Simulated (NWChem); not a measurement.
# C₂H₄O₂Si; SMILES O1C[SiH2]C1=O

```xyz
9

O      0.4819    -2.0320     0.0000
C      0.1456    -0.8810     0.0000
O     -1.1801    -0.4575     0.0000
C     -1.0991     1.0081     0.0000
Si     0.8177     0.9603     0.0000
H     -1.5979     1.4126    -0.9038
H     -1.5979     1.4126     0.9038
H      1.5272     1.4420     1.2328
H      1.5272     1.4420    -1.2328
```
Atoms are numbered in this order, from 1.

All runs: NWChem. The geometry was optimised at PBE-D3(BJ)/def2-SVP. Ions are spin-unrestricted doublets at the neutral geometry; other ion states weren't tried.

```csv
level,"vertical ionisation energy, ΔSCF (eV)",−ε(HOMO) (eV),ΔSCF minus −ε(HOMO) (eV)
B3LYP/def2-SVP,9.83,7.27,2.56
PBE/def2-SVP,9.61,6.07,3.54
Hartree-Fock/def2-SVP,8.86,11.28,-2.42
r2SCAN/def2-SVP,9.75,6.42,3.33
M06-2X/def2-SVP,?,?,?
```

**Question.** Complete the blanks.

**Answer.** 
- M06-2X/def2-SVP, vertical ionisation energy, ΔSCF (eV): 10.04
- M06-2X/def2-SVP, −ε(HOMO) (eV): 8.96
- M06-2X/def2-SVP, ΔSCF minus −ε(HOMO) (eV): 1.08
